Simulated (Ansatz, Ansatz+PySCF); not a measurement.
```tsv
atom	x (Å)	y (Å)	z (Å)
H	0.0000	0.0000	-0.9110
F	0.0000	0.0000	0.1012
```

Basis set: 6-31G (spherical functions). Frozen core: 1 orbital. Charge 0, multiplicity 1.

Computed with Ansatz (development build ahead of 0.2.0); each method stands on the lowest determinant of its kind that the runs found. Restricted open shells among the atoms or ions are ROHF, correlated in semicanonical orbitals with singles. Restricted functionals stand beside restricted open-shell atoms, which can lie above the unrestricted atoms usual in DFT and then raise those values.

The atomization energy at this shape (free ground-state atoms in the same class of orbitals less the molecule, no zero-point energy) of singlet HF:

```csv
method,atomization energy
PBE0 (restricted),4.98 eV
RHF-CCSD(T),4.56 eV
RHF-MP2,4.64 eV
```

**Question.** What does RHF give?

**Answer.** 3.20 eV.

This basis has no polarisation functions and is too small for such energies, which can lie far from measured ones in either direction.
